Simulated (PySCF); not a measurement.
An equivalent PySCF input for Mg³⁺ (magnesium, charge +3), [He] 2s2 2p5, 2P determinant, with the spin-free X2C one-electron Hamiltonian (Gaussian nucleus):

```python
from pyscf import gto, scf, dft, mp, cc
import basis_set_exchange as bse
mol = gto.M(atom="Mg 0 0 0", charge=3, spin=1, symmetry="D2h",
            basis=gto.basis.parse(bse.get_basis("aug-cc-pVDZ-DK", elements=["Mg"], fmt="nwchem", header=False)),
            nucmod="G")
mf = dft.UKS(mol, xc="TPSS").sfx2c1e()
mf.irrep_nelec = {'Ag': (2, 2), 'B1u': (1, 1), 'B2u': (1, 1), 'B3u': (1, 0)}
mf.kernel()
```

It reaches the same state as the run whose output follows, with an energy that differs only through the grid. The run itself started from symmetry-adapted Hartree-Fock orbitals and held the occupation by maximum overlap, on a logarithmic radial grid, so the iterations belong to that start.

```
SCF conv_tol = 1e-09
number electrons alpha = 5  beta = 4
XC functionals = TPSS
    J. Tao, J. P. Perdew, V. N. Staroverov, and G. E. Scuseria.,  Phys. Rev. Lett. 91, 146401 (2003)
    J. P. Perdew, J. Tao, V. N. Staroverov, and G. E. Scuseria.,  J. Chem. Phys. 120, 6898 (2004)
    J. Tao, J. P. Perdew, V. N. Staroverov, and G. E. Scuseria.,  Phys. Rev. Lett. 91, 146401 (2003)
    J. P. Perdew, J. Tao, V. N. Staroverov, and G. E. Scuseria.,  J. Chem. Phys. 120, 6898 (2004)
cycle= 1 E= -196.530575352513  delta_E= -0.000152  |g|= 0.00108  |ddm|= 0.0326
cycle= 2 E= -196.530575696755  delta_E= -3.44e-07  |g|= 5.91e-05  |ddm|= 0.00182
cycle= 3 E= -196.530575697791  delta_E= -1.04e-09  |g|= 7.27e-08  |ddm|= 9.43e-05
cycle= 4 E= -196.530575697791  delta_E= 8.53e-14  |g|= 4.24e-11  |ddm|= 1.19e-07
converged SCF energy = -196.530575697791  <S^2> = 0.75002353  2S+1 = 2.0000235
```
